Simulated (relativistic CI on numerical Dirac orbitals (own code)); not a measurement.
# Hyperfine structure of Xe XXXVII, mass number 129

Method of calculation: Dirac-Coulomb-Breit CI, KLI orbitals optimised for each configuration, QED by a radiative potential, unscaled Slater integrals (own radial code, finite nucleus).

Configurations in the expansion (outside the closed core [Ne]): 3s²3p⁶, 3s²3p⁵3d, 3s3p⁶3d, 3s²3p⁵4s, 3s²3p⁵4p, 3s²3p⁵4d, 3s3p⁶4s, 3p⁶3d4p, 3p⁶3d², 3p⁵3d³, 3p⁵3d²4s, 3p⁵3d²4p, 3p⁵3d²4d, 3p⁶3d4s, 3p⁵3d4s², 3p⁵3d4s4p, 3p⁵3d4s4d. Double excitations out of closed p, d and f shells are left out; levels of such configurations are missing from the list, as are those of other unlisted configurations, and high levels can miss mixing partners.

Nuclear spin I = 1/2, μ = -0.77796 μN (tables of Stone and Pyykkö). The electronic factors are computed for point nuclear moments, without core polarisation or the Bohr-Weisskopf and QED corrections.

```csv
Level,E (cm⁻¹),A (GHz)
3s²3p⁵3d ³P°1,1307476,-57.39
3s²3p⁵3d ³F°3,1350776,-78.9
3s²3p⁵3d ³D°2,1368753,-76.35
3s²3p⁵3d ³F°4,1449504,-52.86
3s²3p⁵3d ³D°3,1542393,-46.53
3s²3p⁵3d ³D°1,1676418,24.43
3s²3p⁵3d ³F°2,1951389,-209.9
3s²3p⁵3d ¹P°1,2211669,99.54
```

Levels with J = 0, under 50 % of one LS term, or S terms without an open s electron are left out. Small factors come from cancelling terms and can be off by tens of per cent or more.

At this charge energies of transitions that change n are usually good to better than 1 %, and those within a shell (Δn = 0) to a few per cent.

Question: Give the hyperfine levels of 3s²3p⁵3d ³F°3 relative to its centre of gravity.

Answer: With K = F(F + 1) − I(I + 1) − J(J + 1), E = AK/2: F = 5/2: 157.8, F = 7/2: -118.3 GHz.

LS names give the leading component of a level, which can be under half, so a name can repeat, a term be missing and a line seem to break the LS rules.
